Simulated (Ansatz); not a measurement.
Gas-phase electronic energies from Ansatz, PBE0-D4/def2-TZVP geometries. CCSD(T)/CBS adds triple-zeta CCSD(T) − MP2 to the extrapolated MP2 energy (def2 sets, frozen cores). This one scheme is used for every species. DFT in def2-TZVPP. B3LYP here is the variant with VWN-RPA as its local correlation; programs differ in this. Each species was taken in one conformer, which may not be the lowest.

Consider the substitution at a C–C bond: `F[C@@H]([SiH3])[C@@H](F)Cl` + `SS` → `FC([SiH3])SS` + `FCCl`.

Task: Is it downhill or uphill in electronic energy at CCSD(T)/CBS, and by how much? (Best estimate.)

Result: The calculation gave: Nearly level: ΔE = -0.02 eV.

Task: What do these levels give: B3LYP-D4, ωB97M-V, B2PLYP, PBE, r2SCAN, PBE0, HF/def2-TZVPP, CCSD/def2-TZVPP, MP2/def2-QZVPP, HF/CBS(def2), MP2/CBS(def2), CCSD/CBS(def2)? (An estimate is asked.)

Result: Computed: B3LYP-D4 -0.06, ωB97M-V 0.00, B2PLYP -0.02, PBE -0.09, r2SCAN -0.04, PBE0 -0.03, HF/def2-TZVPP 0.11, CCSD/def2-TZVPP 0.06, MP2/def2-QZVPP -0.06, HF/CBS(def2) 0.11, MP2/CBS(def2) -0.07, CCSD/CBS(def2) 0.02 eV.

Largest T1 diagnostic among the species: 0.013.

The D4 term adds −0.05 eV with B3LYP and −0.03 eV with PBE0; it sums over pairs of atoms, weighted by their polarisabilities, and B3LYP, whose exchange is more repulsive, gets the larger term. From PBE to PBE0 (25 % exact exchange), in def2-TZVPP and without D4, ΔE moves by +0.06 eV.
